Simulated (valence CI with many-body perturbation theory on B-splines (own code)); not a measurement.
## Mn19+: what the settings do

Computed by valence CI with perturbative core correlation (CI+MBPT): four valence electrons over a frozen Dirac-Fock core [He], radial functions for each j: 6 s, 6 p, 5 d, 3 f, 1 g, with the one-electron correlation potential Σ1 (screened to all orders), the two-electron term Σ2, the three-electron term Σ3, Breit, model QED; selected single and double excitations, second order for the rest, scaled by the run's own slope (own B-spline code, finite nucleus).

No measured levels were compared; by estimate levels of excited configurations hold to 0.05 to 0.15 % of their energy, terms of the ground configuration to about 0.5 %.

The reference run has the lowest level 2s2 2p2 3P_0 and an ionisation energy of 1538.99 eV. Its largest variational space holds 11490 state functions.

Reference levels: 2s2 2p2 3P_1 59699, 2s2 2p2 3P_2 98862, 2s2 2p2 1D_2 212682, 2s2 2p2 1S_0 333736, 2s 2p3 5S°_2 442671, 2s 2p3 3D°_2 722888, 2s 2p3 3D°_1 723405, 2s 2p3 3D°_3 743103, 2s 2p3 3P°_0 850684, 2s 2p3 3P°_1 857289, 2s 2p3 3P°_2 871113, 2s 2p3 3S°_1 1026310 cm⁻¹.

(1) Rank these changes by the mean size of the shift of these levels, smallest first.
A. averaging of valence orbitals over low configurations on → off
B. Breit term on → off; QED terms on → off
C. three-electron term on → off

## Answers

(1) A (35 cm⁻¹), C (330 cm⁻¹), B (4900 cm⁻¹).
